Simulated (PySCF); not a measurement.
Sn(H)(SiH3) (H4SiSn), SMILES [SiH3][SnH] (connectivity only; charge and spin as stated), neutral, multiplicity 1. Atoms are numbered in the order given.

```xyz
6

Sn     0.0350    -0.6923     0.0000
H     -1.7448    -0.6391     0.0000
Si     0.0047     1.9779     0.0000
H     -0.7147     2.4851     1.2008
H     -0.7147     2.4851    -1.2008
H      1.3568     2.5955     0.0000
```
Charge 0, spin multiplicity 1.

The structure is a stationary point at B3LYP-D3(BJ)/def2-TZVP. The def2 effective core potentials stand for the cores of Sn; spin–orbit coupling is left out.

These are IEF-PCM-B3LYP/def2-SVP run with PySCF 2.14.0 values and carry that method's errors.

The values are the electrostatic part of the solvation free energy, E(continuum) − E(gas) at the gas-phase geometry, in a cavity of scaled van der Waals radii (PySCF's table); cavitation and dispersion terms are not included. A continuum can't describe solvent molecules that bind to the metal. In vacuum the orbital gap is 2.78 eV. The dipole moment in vacuum is 1.10 D.

```json
[
 {"solvent": "water", "ε": "78.36", "ΔG(elec) (kcal/mol)": "-2.5", "dipole (D)": "1.58", "gap (eV)": "3.01"},
 {"solvent": "tetrahydrofuran", "ε": "7.43", "ΔG(elec) (kcal/mol)": "-2.0", "dipole (D)": "1.48", "gap (eV)": "2.97"},
 {"solvent": "toluene", "ε": "2.37", "ΔG(elec) (kcal/mol)": "-1.1", "dipole (D)": "1.31", "gap (eV)": "2.89"}
]
```
